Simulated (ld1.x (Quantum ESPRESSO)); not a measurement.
**cadmium, PAW: configuration errors across variants**

```json
{
  "Element": "cadmium (Cd)",
  "Generator": "ld1.x (Quantum ESPRESSO) 7.5",
  "Type": "PAW",
  "Functional": "PBE",
  "Relativity": "scalar-relativistic",
  "Frozen core": "[Kr]",
  "Valence charge": "12",
  "Reference configuration": "4d10 5s2 5p0",
  "Partial waves": "5s (bound): rcut 1.70, rcutus 2.30 bohr; 5s channel at 3.55 Ry: rcut 1.70, rcutus 2.30 bohr; 5p (bound, empty): rcut 2.20, rcutus 2.50 bohr; 5p channel at 0.6 Ry: rcut 2.20, rcutus 2.50 bohr; 4d (bound): rcut 0.95, rcutus 1.25 bohr; 4d channel at -0.1 Ry: rcut 0.95, rcutus 1.25 bohr",
  "Local potential": "all-electron potential smoothed inside 1.65 bohr (lloc = -1)",
  "Core correction": "Bessel-smoothed model core inside 0.85 bohr",
  "Augmentation charge": "PSQ, inside the norm-conserving radii"
}
```

All-electron excitation energies from the reference (eV): (1) 4d10 5s1 5p0 9.272; (2) 4d10 5s0 5p0 26.398; (3) 4d9 5s0 5p0 64.407; (4) 4d10 5s0 5p2 9.670; (5) 4d10 5s1 5p1 4.666; (6) 4d9 5s2 5p0 17.975; (7) 4d9 5s2 5p1 12.646.

3 further variants failed, have other tests or another functional or relativity, and are left out.

A true bound ghost makes a file unfit for plane-wave use even where its test errors are small: the radial tests pick states by their node count and pass the ghost by. Where a test does run into it, the solver fails or the error is huge.

Errors AE − PS in meV (a dash: test not solved or not reliable):

```csv
change,(1),(2),(3),(4),(5),(6),(7),bound ghosts
base,-2.5,-9.2,-129,-1.9,-0.7,-70,-70,s
local potential all-electron potential smoothed inside 1.55 bohr (lloc = -1),-2.5,-9.4,-128,-2.7,-1.2,-67,-67,s
local potential all-electron potential smoothed inside 2.46 bohr (lloc = -1),-2.6,-9.9,-130,-3.0,-1.1,-66,-66,none
"wave 5p channel at 0.6 Ry: rcut 2.20, rcutus 2.50 bohr becomes 5p channel at 0.77 Ry: rcut 2.20, rcutus 2.50 bohr",-2.5,-9.2,-129,-1.9,-0.7,-70,-70,s
"waves 5s (bound): rcut 1.70, rcutus 2.12 bohr; 5s channel at 3.55 Ry: rcut 1.70, rcutus 2.12 bohr",-2.5,-9.3,-129,-2.0,-0.8,-66,-66,s
core correction Bessel-smoothed model core inside 0.64 bohr,-2.5,-9.2,-129,-1.9,-0.7,-70,-70,s
"waves 4d (bound): rcut 0.95, rcutus 1.20 bohr; 4d channel at -0.1 Ry: rcut 0.95, rcutus 1.20 bohr",-2.5,-9.4,-129,-2.3,-0.9,-70,-70,s
"waves 5p (bound): rcut 2.20, rcutus 3.16 bohr; 5p channel at 0.6 Ry: rcut 2.20, rcutus 3.16 bohr",-2.5,-9.2,-129,-3.0,-1.3,-70,-61,s
```

(1) Give the same row for: waves 5p (bound): rcut 1.44, rcutus 1.52 bohr; 5p channel at 0.6 Ry: rcut 1.44, rcutus 1.52 bohr.

## Answers

(1) -2.4, -9.2, -129, –, –, -70, –; bound ghosts: p, s. Not counted: 4d10 5s0 5p2 (solver errors, printed error -11.2 eV); 4d9 5s2 5p1 (solver errors, printed error -2.9 eV); 1 more.
